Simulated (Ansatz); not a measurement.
Relaxation of BF3 (4 atoms, charge 0, multiplicity 1), to a largest force component of 0.02 eV/Å in at most 40 steps.

Level of theory: Ansatz 0.2.0, RKS PBE-D4/def2-SVP.

```xyz
4
Properties=species:S:1:pos:R:3:forces:R:3
B 0.000 0.000 0.000 0.00 0.00 0.00
F 0.000 0.000 1.320 0.00 0.00 0.17
F 1.143 0.000 -0.660 0.15 0.00 -0.09
F -1.143 0.000 -0.660 -0.15 0.00 -0.09
```

Question: Where does it end, and by what steps?

Answer: The forces met the threshold. After 2 steps the energy has fallen by 0.001 eV; F3 moved furthest, 0.00 Å.

```
step  energy less start (eV)  largest force component (eV/Å)  accepted
   0                  0.0000                           0.169       yes
   1                 -0.0007                           0.063       yes
   2                 -0.0008                           0.000       yes
```

```xyz
4
Properties=species:S:1:pos:R:3
B 0.000 0.000 0.000
F 0.000 0.000 1.323
F 1.146 0.000 -0.662
F -1.146 0.000 -0.662
```

The run took 3.6 s on 1 thread of AMD EPYC 7R43 64-Core Processor (Zen 3), on a shared host, peak memory 0.11 GiB.
